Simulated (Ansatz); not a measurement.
Basis-set extrapolation for C$_{8}$H$_{16}$, SMILES `CC(C)/C=C/C(C)C` (PBE0-D4/def2-TZVP geometry, frozen core, the Gaussian-basis code of Ansatz). Multiplicity 1, RHF reference.

|  | def2-TZVPP | def2-QZVPP |
| --- | --- | --- |
| HF | -312.366665 | -312.381199 |
| MP2 correlation | -1.384084 | -1.469428 |
| CCSD(T) correlation | -1.526722 | not run |

Energies in hartree. Use E(X) = E(∞) + A·exp(−7.88·√X) for Hartree–Fock and E(X) = E(∞) + B·X^(−2.97) for correlation, with X = 3 and 4, and add CCSD(T) minus MP2 of the smaller set to the MP2 limit.

Task: What is the CCSD(T) energy at the basis-set limit?

Result: HF limit: -312.381199 + (-0.014534) × 0.13774 = -312.38320. MP2 limit: -1.469428 + (-0.085344) × 0.74074 = -1.53265. Higher-order term: -1.526722 − (-1.384084) = -0.14264. Total: -314.05849 hartree, 103.6 kcal/mol below CCSD(T)/def2-TZVPP.
